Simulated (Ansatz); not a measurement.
Ideal-gas functions of F₃H₂NTi (`[NH2][Ti]([F])([F])[F]`) at 400 K and 1 bar, from an Ansatz frequency run at PBE0-D4/def2-TZVP.

Molar mass 120.88 g/mol, point group Cs (symmetry number 1), electronic degeneracy 1, moments of inertia 152.844, 156.92, 163.925 u Å². Harmonic wavenumbers (cm⁻¹, unscaled): 30, 182, 196, 211, 224, 234, 412, 530, 703, 768, 777, 806, 1518, 3559, 3665.

Use S(trans) = R[1.5 ln M + 2.5 ln T − 1.1517]; rotational temperatures θ = 24.2544 K / I; S(rot) = R[ln(√π/σ · √(T³/θAθBθC)) + 1.5]; for each mode x = 1.438777 ν̃/T, S = R[x/(eˣ − 1) − ln(1 − e⁻ˣ)] and H = RT x/(eˣ − 1); 1 cm⁻¹ = 0.0119627 kJ/mol; R = 8.31446 J/(mol·K).

Task: By hand: the entropy, in J/(mol·K).

Result: Translation 174.8. Rotation: θ = 0.1587, 0.1546, 0.148 K, giving 115.3. Vibration, mode by mode: 26.83, 11.98, 11.39, 10.80, 10.33, 9.99, 5.77, 4.10, 2.51, 2.09, 2.04, 1.88, 0.23, 0.00, 0.00, in all 99.9. Electronic 0.0. Sum 390.0 J/(mol·K).

Task: By hand: H − E and G − E in kJ/mol, counted from the electronic energy.

Result: Zero-point energy ½ × 13815 × 0.0119627 = 82.6; thermal vibration 19.4; translation, rotation and pV give 4 RT = 13.3. H − E = 115.3 kJ/mol, and G − E = 115.3 − 400 × 390.0/1000 = -40.7 kJ/mol.

Vibration gives 26 % of the entropy, 26.8 J/(mol·K) of it from the mode under 150 cm⁻¹: soft modes count most, and the harmonic formula is weakest for them. The sum counts one conformer and one mirror image; others add a mixing term.
